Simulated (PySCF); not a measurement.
Computed shifts of a molecule CH₃F₃OSi, PBE/pcSseg-1 run with PySCF, GIAO, gas phase, equivalent atoms averaged, in ppm (number of nuclei): ¹³C: 54.5 (1). ²⁹Si: -55.5 (1). ¹⁹F: -172.3 (3). ¹H: 4.07 (2), -0.26 (1). References: ¹⁷O against H2O (σ = 334.3 ppm); ¹³C against TMS (σ = 182.0 ppm); ²⁹Si against TMS (σ = 335.4 ppm); ¹⁹F against CFCl3 (σ = 133.6 ppm); ¹H against TMS (σ = 31.49 ppm), references at their B3LYP-D3(BJ)/def2-TZVP geometries, non-relativistic. Geometry: B3LYP-D3(BJ)/def2-SVP. The values are those of a single conformer.

Task: Pick the molecule that these values belong to.
A) O[Si](F)(F)CF
B) CO[Si](F)(F)F
C) O[SiH2]C(F)(F)F
D) OC[Si](F)(F)F

Result: D, OC[Si](F)(F)F
